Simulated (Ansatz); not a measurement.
Cd2SF2⁻. Charge -1, multiplicity 2. Geometry PBE0-D4/def2-SVP, that of the neutral singlet.

```xyz
5

Cd    1.317    0.178   -1.135
Cd   -1.534   -0.180    0.818
S    -0.977   -0.011   -1.429
F     3.232    0.337   -0.932
F    -2.038   -0.324    2.678
```

In the def2 sets Cd takes a core potential; there is no spin–orbit coupling. At PBE-D4/def2-TZVPD, r2SCAN-D4/def2-TZVPD, PBE0-D4/def2-TZVPD the highest occupied level of the charge -1 doublet lies above zero (up to 0.94 eV). By energy differences its removal costs 1.16 eV (vertical, to the charge 0 singlet, at PBE-D4/def2-TZVPD); a positive level beside a positive removal energy at the same level points to self-interaction error. The structure comes from a short search, and lower isomers may exist.

(1) Estimate the α-spin orbital energies around the gap (eV) in Ansatz with PBE-D4/def2-TZVPD, r2SCAN-D4/def2-TZVPD, PBE0-D4/def2-TZVPD.

Answers

(1) 
```json
{"orbital": "HOMO−5", "PBE-D4/def2-TZVPD": "-3.95", "r2SCAN-D4/def2-TZVPD": "-4.31", "PBE0-D4/def2-TZVPD": "-5.79"}
{"orbital": "HOMO−4", "PBE-D4/def2-TZVPD": "-3.89", "r2SCAN-D4/def2-TZVPD": "-4.25", "PBE0-D4/def2-TZVPD": "-5.76"}
{"orbital": "HOMO−3", "PBE-D4/def2-TZVPD": "-3.65", "r2SCAN-D4/def2-TZVPD": "-3.90", "PBE0-D4/def2-TZVPD": "-4.82"}
{"orbital": "HOMO−2", "PBE-D4/def2-TZVPD": "-3.35", "r2SCAN-D4/def2-TZVPD": "-3.58", "PBE0-D4/def2-TZVPD": "-4.52"}
{"orbital": "HOMO−1", "PBE-D4/def2-TZVPD": "-2.04", "r2SCAN-D4/def2-TZVPD": "-2.26", "PBE0-D4/def2-TZVPD": "-3.14"}
{"orbital": "HOMO", "PBE-D4/def2-TZVPD": "0.94", "r2SCAN-D4/def2-TZVPD": "0.93", "PBE0-D4/def2-TZVPD": "0.47"}
{"orbital": "LUMO", "PBE-D4/def2-TZVPD": "1.80", "r2SCAN-D4/def2-TZVPD": "1.97", "PBE0-D4/def2-TZVPD": "2.44"}
{"orbital": "LUMO+1", "PBE-D4/def2-TZVPD": "1.99", "r2SCAN-D4/def2-TZVPD": "2.00", "PBE0-D4/def2-TZVPD": "2.52"}
{"orbital": "LUMO+2", "PBE-D4/def2-TZVPD": "2.61", "r2SCAN-D4/def2-TZVPD": "2.73", "PBE0-D4/def2-TZVPD": "3.14"}
{"orbital": "LUMO+3", "PBE-D4/def2-TZVPD": "2.92", "r2SCAN-D4/def2-TZVPD": "3.07", "PBE0-D4/def2-TZVPD": "3.53"}
{"orbital": "LUMO+4", "PBE-D4/def2-TZVPD": "3.04", "r2SCAN-D4/def2-TZVPD": "3.43", "PBE0-D4/def2-TZVPD": "3.54"}
{"orbital": "LUMO+5", "PBE-D4/def2-TZVPD": "3.13", "r2SCAN-D4/def2-TZVPD": "3.67", "PBE0-D4/def2-TZVPD": "3.56"}
{"orbital": "β HOMO", "PBE-D4/def2-TZVPD": "-1.93", "r2SCAN-D4/def2-TZVPD": "-2.13", "PBE0-D4/def2-TZVPD": "-3.03"}
{"orbital": "β LUMO", "PBE-D4/def2-TZVPD": "1.24", "r2SCAN-D4/def2-TZVPD": "1.54", "PBE0-D4/def2-TZVPD": "2.01"}
```
